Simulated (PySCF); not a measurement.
**How methods differ on the ionisation energy of Ru⁺**

Ru⁺ [Kr] 4d7 (4F) → Ru²⁺ [Kr] 4d6 (5D), as a difference of total energies. All numbers are calculated (PySCF 2.14, the spin-free X2C one-electron Hamiltonian (Gaussian nucleus), in x2c-TZVPPall with one added diffuse shell each of s, p, d, f type (9s7p7d3f1g, 95 functions)). Correlated levels: valence: [Kr] frozen. The calculations carry no spin-orbit coupling.

| method | ionisation energy (eV) |
| --- | --- |
| UHF | 14.918 |
| MP2 (valence) | 16.342 |
| SCS-MP2 (valence) | 16.491 |
| CCSD (valence) | 16.259 |
| CCSD(T) (valence) | 16.339 |

Problem. How much does correlation contribute at CCSD(T) (valence)?

Solution. 16.339 − (14.918) = 1.421 eV, measured against UHF.

A first-order spin-orbit estimate (lowest level to lowest level, LS coupling) adds 0.051 eV.

Errors of the correlated levels include the incompleteness of this basis and the frozen core.

For comparison: 16.76 ± 0.06 eV (semi-empirical (NIST evaluation); NIST Atomic Spectra Database, ionization energies).
